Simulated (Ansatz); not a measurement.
Ansatz (an electronic-structure program) input (BLYP/LANL2DZ): The .json file is the Basis Set Exchange's LANL2DZ.

Ansatz 0.2 input:
```yaml
crystal:
  periodic: [false, false, false]
  atoms:
    - {symbol: Hg, position_ang: [-0.00000000, -0.00000000, -0.79628525]}
    - {symbol: Br, position_ang: [0.00000000, 0.00000000, 1.82008056]}
basis:
  gaussian:
    orbitals: LANL2DZ.json
hamiltonian:
  xc: {name: BLYP}
magnetization: {spin_polarized: true, initial_magnetization: 1}
output: {forces: true}
```

From the last part of the output:

```
WARN ansatz: RAYON_NUM_THREADS=1 ignored (pool sized by the plan → 1); use --threads N
Functional definition: BLYP
integrals: 0.01 GiB planned
398 factors; integrals over basis functions are off by at most 1.5e-4 eV
mean field: 0.08 GiB planned
mean field evaluation 1: about -1524.4199 eV, gradient 1.0e1 eV
mean field evaluation 2: about -1517.1748 eV, gradient 2.9e1 eV
mean field evaluation 4: about -1525.6331 eV, gradient 6.7e-1 eV
mean field evaluation 8: about -1525.6332 eV, gradient 2.7e-2 eV
mean field evaluation 16: about -1522.4968 eV, gradient 8.9e0 eV
mean field -1525.63322802 eV, -56.0659870182 hartree, gradient 7.9e-5 eV, S^2 0.751189; 3 other end points of the search recorded, 0 dependent functions left out
the calculation of the forces begins
reference -1525.63348189 eV, -56.0659963481 hartree; 10, 9 occupied and 16, 17 virtual orbitals, 398 factors
Total energy: -1525.63348189 eV, -56.0659963481 hartree
Atom 0 at    -0.000000    -0.000000    -0.796285 Å, force    -0.000000    -0.000000    -1.308408 eV/Å
Atom 1 at     0.000000     0.000000     1.820081 Å, force     0.000000     0.000000     1.308408 eV/Å
Dipole moment:     0.000000    -0.000000    -0.689894 e Å
```
